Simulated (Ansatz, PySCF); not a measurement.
SrF, SMILES [F][Sr], multiplicity 2. Atoms are numbered in the order given.

```xyz
2

Sr     0.0000     0.0000    -0.4525
F      0.0000     0.0000     1.6494
```
Charge 0, spin multiplicity 2.

Coordinates come from a B3LYP-D3(BJ)/def2-TZVPD optimisation. The spin state was assumed, not searched. The def2 effective core potentials stand for the cores of Sr; spin–orbit coupling is left out.

Two levels are set side by side: PBE-D3(BJ)/def2-TZVPD (Ansatz, a quantum-chemistry and plane-wave program) and B3LYP-D3(BJ)/def2-TZVPD (Ansatz). Each level has its own optimised geometry; the coordinates shown are those of the second. Frequencies come from the Hessian of PySCF at each geometry. Differences are taken from unrounded values.

```
quantity                            B3LYP-D3(BJ)
----------------------------------  ------------
bond Sr1–F2 (Å)                            2.102
highest harmonic wavenumber (cm⁻¹)           487
mean harmonic wavenumber (cm⁻¹)              487
zero-point energy (kcal/mol)                0.70
```

Question: What does PBE-D3(BJ) give, and how far is it from B3LYP-D3(BJ)? (An estimate is asked for; the answer gives what the named calculation found.)

Answer: 
```csv
quantity,PBE-D3(BJ),PBE-D3(BJ) minus B3LYP-D3(BJ)
bond Sr1–F2 (Å),2.093,-0.009
highest harmonic wavenumber (cm⁻¹),488,0
mean harmonic wavenumber (cm⁻¹),488,0
zero-point energy (kcal/mol),0.70,0.00
```

Here PBE gives about what the other level gives.
